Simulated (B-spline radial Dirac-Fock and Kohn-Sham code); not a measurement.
## Tc⁷⁺ 4p1/2: cross section and angular parameters

System: Tc⁷⁺ in the configuration [Ar] 3d10 4s2 4p6; threshold 154.3 eV (orbital energy of the model). The computed values come from a radial B-spline solver: Dirac-Hartree-Slater photoionisation with a Latter tail; cross sections with all multipoles, angular parameters from the dipole term and its interference with E2.

The run's input, task.json:

```json
{"items": [{
  "Z": 43,
  "q": 7,
  "cfg": [[1, 0, 2], [2, 0, 2], [2, 1, 6], [3, 0, 2], [3, 1, 6], [3, 2, 10], [4, 0, 2], [4, 1, 6]],
  "A": 97,
  "rrms": 4.4112,
  "do": "xps",
  "hv": [60, 76.9, 82.0, 82.5, 101.0, 117.0, 150, 190.0, 427.0, 451.0, 524.0, 600, 635.0, 800, 990.0, 1000, 2000, 2340.0, 2400.0, 2710.0, 2984.4, 5290.0, 5414.7, 5950.0, 6460.0, 8100.0, 8520.0, 11100.0, 13200.0]
}]}
```

Launch: `python xray2_run.py task.json out`

For linearly polarised light dσ/dΩ = σ/(4π) [1 + β P₂(cos θ) + (δ + γ cos²θ) sin θ cos φ], with θ from the polarisation vector and φ the angle between the beam and the projection of the electron momentum on the plane normal to the polarisation.

```csv
hν (eV),σ (kb),β,γ,δ
190,138,0.545,0.036,0.044
427,61.1,1.514,0.151,0.003
451,56.6,1.539,0.133,0.003
524,45.9,1.593,0.088,0.001
600,37.9,1.629,0.049,0.000
635,35.0,1.640,0.035,0.000
800,24.6,1.672,-0.009,0.000
990,17.1,1.682,-0.022,0.000
1000,16.8,1.682,-0.022,0.000
2000,4.40,1.625,0.161,0.004
2340,3.14,1.597,0.249,0.006
2400,2.97,1.592,0.264,0.007
2710,2.26,1.567,0.343,0.009
2984.4,1.81,1.546,0.410,0.012
5290,0.440,1.387,0.881,0.039
5414.7,0.414,1.379,0.902,0.040
5950,0.323,1.348,0.988,0.047
6460,0.259,1.321,1.065,0.054
8100,?,?,?,?
8520,0.121,1.221,1.325,0.083
11100,0.0562,1.118,1.571,0.119
13200,0.0336,1.048,1.727,0.149
```

Q: Give the values at 8100 eV.

A: σ = 0.139 kb, β = 1.240, γ = 1.277, δ = 0.077.
